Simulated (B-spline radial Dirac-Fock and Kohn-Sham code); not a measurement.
**Two-hole binding energies of Bi³⁺**

System: the Bi³⁺ ion, configuration [Xe] 4f14 5d10 6s2.

Input of the calculation (task.json; shells as n, l, electrons):

```json
{"items": [{
  "Z": 83,
  "q": 3,
  "cfg": [[1, 0, 2], [2, 0, 2], [2, 1, 6], [3, 0, 2], [3, 1, 6], [3, 2, 10], [4, 0, 2], [4, 1, 6], [4, 2, 10], [4, 3, 14], [5, 0, 2], [5, 1, 6], [5, 2, 10], [6, 0, 2]],
  "A": 209,
  "rrms": 5.5211,
  "do": ["binding", "quiet", "double"]
}]}
```

Command: `python xray_run.py task.json out`

The computed values come from an atomic code on a B-spline grid: Dirac-Fock energy differences between relaxed states, corrected for Breit and QED terms. U is the two-hole binding energy less the two single-hole energies, the effective repulsion of the holes after relaxation. Each two-hole energy is an average over J within one jj subconfiguration.

```csv
holes,E(a) (eV),E(b) (eV),E(ab) (eV),U (eV)
1s⁻¹ 2p1/2⁻¹,90560.3,15749.9,106816.9,506.7
1s⁻¹ 2p3/2⁻¹,90560.3,13456.9,104408.7,391.5
1s⁻¹ 3p1/2⁻¹,90560.3,3740.0,94453.3,153.0
2p3/2⁻²,13456.9,13456.9,27185.3,271.5
2p3/2⁻¹ 3d3/2⁻¹,13456.9,2727.4,16303.6,119.3
3p1/2⁻²,3740.0,3740.0,7567.7,87.6
3p3/2⁻²,3221.3,3221.3,6516.2,73.5
3d3/2⁻²,2727.4,2727.4,5542.9,88.1
4d3/2⁻²,506.1,506.1,1046.3,34.1
4d5/2⁻²,482.1,482.1,997.9,33.7
4f5/2⁻¹ 4f7/2⁻¹,199.2,194.0,427.3,34.1
5p1/2⁻¹ 5p3/2⁻¹,157.8,133.3,?,?
5p3/2⁻²,133.3,133.3,285.9,19.3
5d3/2⁻¹ 5d5/2⁻¹,63.68,60.68,141.2,16.8
```

Q: Give the missing two-hole energy and U.

A: E(ab) = 310.6 eV and U = 19.4 eV.
